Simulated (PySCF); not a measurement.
Electron correlation in B⁺ (boron, charge +1)

[He] 2s2, closed-shell 1S. All numbers are calculated (PySCF 2.14, no relativity, point nucleus, in def2-QZVPPD). Frozen: 1s2; 2 electrons correlated.

With two correlated electrons CCSD is exact within the correlated space (frozen core and kept virtual orbitals).

```json
{"level": "CCSD", "correlation energy (mhartree)": "-60.68"}
```

Diagnostics: T1 = 0.013, D1 = 0.0178, largest double amplitude 0.149.

Cost of the coupled-cluster step: of the order of 0.5 core-seconds, for 2 correlated electrons.

Iterations:

```
CC2 = 0
CCSD nocc = 1, nmo = 62
frozen orbitals [0]
max_cycle = 100
direct = 0
conv_tol = 1e-08
conv_tol_normt = 1e-06
diis_space = 8
diis_start_cycle = 0
Init t2, MP2 energy = -24.2751353519901  E_corr(MP2) -0.0376077390296748
Init E_corr(CCSD) = -0.0376077390365234
cycle = 1  E_corr(CCSD) = -0.0483907047688079  dE = -0.0107829657  norm(t1,t2) = 0.0628726
cycle = 2  E_corr(CCSD) = -0.0540884930603684  dE = -0.00569778829  norm(t1,t2) = 0.0347269
cycle = 3  E_corr(CCSD) = -0.0607913539600604  dE = -0.0067028609  norm(t1,t2) = 0.0191096
cycle = 4  E_corr(CCSD) = -0.060638160499439  dE = 0.000153193461  norm(t1,t2) = 0.000436377
cycle = 5  E_corr(CCSD) = -0.0607107035543862  dE = -7.25430549e-05  norm(t1,t2) = 0.000142915
cycle = 6  E_corr(CCSD) = -0.0606815172467539  dE = 2.91863076e-05  norm(t1,t2) = 9.24792e-05
cycle = 7  E_corr(CCSD) = -0.0606784531097075  dE = 3.06413705e-06  norm(t1,t2) = 1.0326e-05
cycle = 8  E_corr(CCSD) = -0.0606780545518319  dE = 3.98557876e-07  norm(t1,t2) = 1.42602e-06
cycle = 9  E_corr(CCSD) = -0.0606780168225544  dE = 3.77292776e-08  norm(t1,t2) = 2.07138e-07
cycle = 10  E_corr(CCSD) = -0.0606779846694839  dE = 3.21530705e-08  norm(t1,t2) = 9.55158e-08
cycle = 11  E_corr(CCSD) = -0.0606779842507791  dE = 4.187048e-10  norm(t1,t2) = 8.71988e-09
CCSD converged
E(CCSD) = -24.29820559721125  E_corr = -0.06067798425077905
```
